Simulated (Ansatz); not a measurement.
Job for Ansatz (an electronic-structure program): U-r2SCAN/cc-pVTZ on BBrH2 (SMILES BBr), a point of a bond scan (R = 1.183 Å).

Ansatz 0.2 input:
```yaml
crystal:
  periodic: [false, false, false]
  atoms:
    - {symbol: B, position_ang: [-0.84896739, -1.29115255, 0.21121296]}
    - {symbol: H, position_ang: [-0.47171957, -2.07374537, 1.01486037]}
    - {symbol: H, position_ang: [-1.82647135, -1.42145963, -0.44309788]}
    - {symbol: Br, position_ang: [0.18694365, 0.28431336, -0.04650935]}
basis:
  gaussian:
    orbitals: cc-pVTZ
hamiltonian:
  xc: {name: r2SCAN}
magnetization: {spin_polarized: true, initial_magnetization: 0}
```

Task: What total energy does the run end on?

Result: -2600.2325 hartree.

Task: How many basis functions does it have, and what does it roughly cost on one machine?

Result: 101 functions; around 5 core-seconds (rough).
